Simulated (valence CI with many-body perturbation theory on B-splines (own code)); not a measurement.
# As XX: what each term of the Hamiltonian does

Computed by configuration interaction combined with many-body perturbation theory (CI+MBPT): four valence electrons over a frozen Dirac-Fock core [Ne], a basis of 11 s, 11 p, 9 d, 7 f, 5 g, 2 h, 1 i functions for each j, with the one-electron correlation potential Σ1 (screened to all orders), the two-electron term Σ2, the three-electron term Σ3, Breit, model QED; selected single and double excitations, second order for the rest (own B-spline code, finite nucleus).

No measured levels were compared; by estimate levels of excited configurations hold to 0.05 to 0.15 % of their energy, terms of the ground configuration to about 0.5 %.

Each rung adds one term. CI alone is the Dirac-Coulomb CI over the frozen core; QED comes last and gives the full result, which names the levels. Energies are above 3s2.3p2 3P_0 on the same rung, in eV.

Names give the largest LS component (configuration and term), which can be under half, so a name can repeat, a term be missing and a line seem to break the LS rules; names also repeat where a configuration has a term twice.

```tsv
Level	CI alone
3s2.3p2 3P_1	5.162
3s2.3p2 3P_2	7.836
3s2.3p2 1D_2	15.674
3s2.3p2 1S_0	23.411
3s.3p3 5S°_2	46.824
3s.3p3 3D°_1	59.108
3s.3p3 3D°_2	59.484
3s.3p3 3D°_3	61.551
3s.3p3 3P°_0	68.395
3s.3p3 3P°_1	69.067
3s.3p3 3P°_2	69.269
3s.3p3 1D°_2	75.483
3s.3p3 3S°_1	82.467
3s2.3p.3d 3F°_2	83.021
3s2.3p.3d 3F°_3	85.732
3s.3p3 1P°_1	90.501
```

Task: What do these energies become with core correlation, Breit and QED?

Result: 3s2.3p2 3P_1 5.083 (-0.0787); 3s2.3p2 3P_2 7.700 (-0.1359); 3s2.3p2 1D_2 15.449 (-0.2248); 3s2.3p2 1S_0 23.139 (-0.2723); 3s.3p3 5S°_2 46.694 (-0.1300); 3s.3p3 3D°_1 58.852 (-0.2566); 3s.3p3 3D°_2 59.216 (-0.2676); 3s.3p3 3D°_3 61.212 (-0.3389); 3s.3p3 3P°_0 68.020 (-0.3752); 3s.3p3 3P°_1 68.653 (-0.4144); 3s.3p3 3P°_2 68.850 (-0.4195); 3s.3p3 1D°_2 74.975 (-0.5084); 3s.3p3 3S°_1 81.463 (-1.0032); 3s2.3p.3d 3F°_2 82.454 (-0.5664); 3s2.3p.3d 3F°_3 85.101 (-0.6310); 3s.3p3 1P°_1 89.506 (-0.9944).

Task: How does the ionisation energy move along the ladder, and which term matters most?

Result: CI alone 772.99, + Σ1 773.76, + Σ2 773.65, + Σ3 773.50, + Breit 773.08, + QED 773.11 eV. The largest step is Σ1, 0.78 eV. NIST lists 774 ± 1.8 eV (semi-empirical).
